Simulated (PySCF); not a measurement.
How methods differ on the excitation energy of Zn⁺

Zn⁺ [Ar] 3d10 4s1 (2S) → Zn⁺ [Ar] 3d9 4s1 4p1 (high-spin determinant), as a difference of total energies. Computed with PySCF 2.14 in x2c-TZVPPall, with scalar relativity by spin-free X2C-1e. Correlated levels: valence and next inner shell: [Ne] frozen. The calculations carry no spin-orbit coupling.

```json
{"method": "UHF", "excitation energy (eV)": "10.691"}
{"method": "MP2 (valence and next inner shell)", "excitation energy (eV)": "13.937"}
{"method": "SCS-MP2 (valence and next inner shell)", "excitation energy (eV)": "13.579"}
{"method": "CCSD (valence and next inner shell)", "excitation energy (eV)": "12.862"}
{"method": "CCSD(T) (valence and next inner shell)", "excitation energy (eV)": "12.957"}
```

Task: How much does correlation contribute at CCSD(T) (valence and next inner shell)?

Result: 12.957 − (10.691) = 2.266 eV, measured against UHF.

A first-order spin-orbit estimate (lowest level to lowest level, LS coupling) adds -0.088 eV.

The basis was made for the ground configuration and has no added diffuse functions, so the excitation energy can come out too high.

The determinant of the upper state mixes LS terms, which raises its energy above the lowest term, most at the Hartree-Fock and MP2 levels.
